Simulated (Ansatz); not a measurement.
`F[Si]1(Cl)CO1` and `F[SiH]1CO1` differ in one atom or group.

Ansatz, PBE0-D4/def2-TZVP geometries, multiplicity 1. 

```tsv
property	`F[Si]1(Cl)CO1`
HOMO–LUMO gap (PBE/def2-TZVPP) / eV	5.62
HOMO–LUMO gap (PBE0/def2-TZVPP) / eV	8.03
LUMO energy (PBE0/def2-TZVPP) / eV	-0.26
size of the dipole moment (B3LYP/def2-TZVPP) / D	1.69
HOMO energy (B3LYP/def2-TZVPP) / eV	-8.06
LUMO energy (ωB97M-V/def2-TZVPP) / eV	1.69
```

Problem. Give the same properties after the change, and the shifts. (Best estimate.)

Solution. Computed: 
```json
{"property": "HOMO–LUMO gap (PBE/def2-TZVPP) / eV", "`F[SiH]1CO1`": "5.83", "shift": "0.21"}
{"property": "HOMO–LUMO gap (PBE0/def2-TZVPP) / eV", "`F[SiH]1CO1`": "8.04", "shift": "0.01"}
{"property": "LUMO energy (PBE0/def2-TZVPP) / eV", "`F[SiH]1CO1`": "0.03", "shift": "0.29"}
{"property": "size of the dipole moment (B3LYP/def2-TZVPP) / D", "`F[SiH]1CO1`": "1.87", "shift": "0.18"}
{"property": "HOMO energy (B3LYP/def2-TZVPP) / eV", "`F[SiH]1CO1`": "-7.78", "shift": "0.28"}
{"property": "LUMO energy (ωB97M-V/def2-TZVPP) / eV", "`F[SiH]1CO1`": "1.74", "shift": "0.05"}
```

Dipoles are sizes alone; their direction can turn.

B3LYP here is the variant with VWN-RPA as its local correlation; programs differ in this.
